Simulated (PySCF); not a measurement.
Assigning NMR signals

Geometry:
```csv
atom,x (Å),y (Å),z (Å)
C1,2.736,-0.875,-0.055
C2,1.555,-0.342,0.197
C3,0.492,-0.124,-0.837
C4,0.125,1.332,-1.011
C5,-1.178,1.555,-0.898
C6,-1.918,0.315,-0.572
C7,-1.557,-0.309,0.762
C8,-0.851,-0.746,-0.476
F9,-1.058,-2.018,-0.924
H10,3.016,-1.201,-1.043
H11,3.473,-1.011,0.718
H12,1.301,-0.021,1.198
H13,0.833,-0.542,-1.791
H14,0.885,2.066,-1.214
H15,-1.673,2.503,-1.019
H16,-2.899,0.140,-0.984
H17,-2.266,-1.004,1.183
H18,-1.026,0.287,1.487
```

No solvent model, no relativistic terms, one computed conformer. Structure optimised with GFN2-xTB; NMR shieldings at PBE0/pcSseg-1/GIAO; PySCF 2.14.0 with density-fitted response routines.

Referencing at the same level of theory: 13C and 1H vs TMS.

Task: Assign these signals to the numbered atoms. 13C{1H} NMR (computed): δ 147.2, 143.6, 141.1, 124.1, 90.1, 61.6, 33.1, 22.7.

Result: 
147.2 → C2, alkene CH: the olefinic region
143.6 → C5, alkene CH
141.1 → C4, alkene CH
124.1 → C1, terminal =CH2 carbon: as expected for a trigonal carbon in a double bond
90.1 → C8, three-membered-ring carbon: deshielded by the electronegative neighbour
61.6 → C3, allylic sp3 CH
33.1 → C6, three-membered-ring carbon: saturated and bonded to C and H only
22.7 → C7, three-membered-ring carbon

Task: Assign these signals to the numbered atoms. 1H NMR (500 MHz, computed): δ 6.22 (m, 1H), 5.83 (m, 1H), 5.62 (m, 1H), 5.49 (m, 1H), 5.36 (m, 1H), 4.03 (m, 1H), 2.29 (m, 1H), 1.45 (m, 1H), 0.32 (m, 1H).

Result: 
6.22 → H15, hydrogen on an alkene CH: a vinylic proton, deshielded by the sp2 carbon and the C=C anisotropy
5.83 → H12, hydrogen on an alkene CH
5.62 → H10, hydrogen on a terminal =CH2 carbon: attached to an sp2 carbon and in the plane of the double bond
5.49 → H11, hydrogen on a terminal =CH2 carbon
5.36 → H14, hydrogen on an alkene CH: attached to an sp2 carbon and in the plane of the double bond
4.03 → H13, hydrogen on an allylic sp3 CH
2.29 → H16, hydrogen on a three-membered-ring carbon
1.45 → H17, hydrogen on a three-membered-ring carbon: cyclopropane-type protons are shielded by the ring
0.32 → H18, hydrogen on a three-membered-ring carbon

Splittings by 19F in the carbon and heteronuclear signals aren't shown, as no couplings were computed. Shifts are as computed. Against solution values, carbons near 30 ppm lie about +3 ppm off and those near 130 ppm about +5 ppm (rms about the fit 2.1 ppm; single classes can miss by 10 ppm). Of 1328 compounds with measured shifts, 309 miss one by over three times the rms of a fit or turn the order of signals round; such compounds aren't used in these exercises. Signals without a measured value on file couldn't be tested in this way; 1H shifts scatter by 0.2 ppm about their fit, and single ones miss by 0.5 ppm. No couplings were computed; multiplicities are counted from neighbouring protons, with m where these are inequivalent, close in shift, in a saturated or five-membered ring or joined by F or P, and br s for small geminal =CH2 splittings.
